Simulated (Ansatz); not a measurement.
Vertical ionisation energy (eV) of eight halogen compounds: PBE beside CAM-B3LYP, computed with Ansatz (an electronic-structure program) for isolated molecules in the bases named; differences from unrounded values. The eight are the first of their class met in an unordered collection, after screening for sound electronic states; none was chosen by its value. Functionals give these values as differences of separate SCF runs (ΔSCF), EOM-CCSD as a root; each molecule has one DFT geometry for both levels.

```
molecule                                                                              basis  CAM-B3LYP    PBE  difference
--------------------------------------------------------------------------------  ---------  ---------  -----  ----------
Se(Cl)(SMe) (CH₃ClSSe), SMILES CS[Se]Cl                                           def2-SVPD       9.23   8.80       -0.43
C₄H₂BrCl, SMILES C#C/C(Br)=C\Cl                                                   def2-SVPD       9.20   8.81       -0.39
trans-(1R,2R)-1-bromo-2-fluorocyclopropane (C3H4BrF), SMILES [C@@H]1(F)C[C@H]1Br  def2-SVPD      10.25   9.69       -0.57
(E)-1-bromo-1-chloroprop-1-ene (C₃H₄BrCl), SMILES C(/C)=C(/Cl)Br                  def2-SVPD       9.29   8.92       -0.37
C4H4ClF, SMILES ClC(C)=C=CF                                                       def2-SVPD       9.92   9.58       -0.34
4,4-difluorobut-1-yne (C4H4F2), SMILES C#CCC(F)F                                  def2-SVPD      10.77  10.28       -0.48
(E)-1-bromo-2-chloroprop-1-ene (C3H4BrCl), SMILES C/C(Cl)=C\Br                    def2-SVPD       9.26   8.88       -0.38
C₄H₇Cl, SMILES CC/C=C\Cl                                                          def2-SVPD       9.41   9.15       -0.26
```

PBE lies below CAM-B3LYP in 8 and above it in 0 of the eight; the mean signed difference is -0.40 and the largest -0.57 eV.
